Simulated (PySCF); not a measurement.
Vertical excitations of a molecule CH6Cl2OSi2 from TDDFT-PBE/def2-SVPD in PySCF 2.14.0, as energy in eV (oscillator strength): 6.60 (0.000), 6.87 (0.012), 6.91 (0.021), 6.99 (0.048), 7.13 (0.005), 7.18 (0.006), 7.40 (0.003), 7.47 (0.029), 7.53 (0.025), 7.57 (0.038). Lowest triplet (TDA): 6.41 eV. The structure is a stationary point at B3LYP-D3(BJ)/def2-SVP. Other conformers were not sampled.

Q: Which molecule gave these data?
A) OC[Si@@H](Cl)[SiH2]Cl
B) CO[Si]([SiH3])(Cl)Cl
C) [SiH3]CO[SiH](Cl)Cl
D) C[Si](Cl)(Cl)O[SiH3]

A: D, C[Si](Cl)(Cl)O[SiH3]
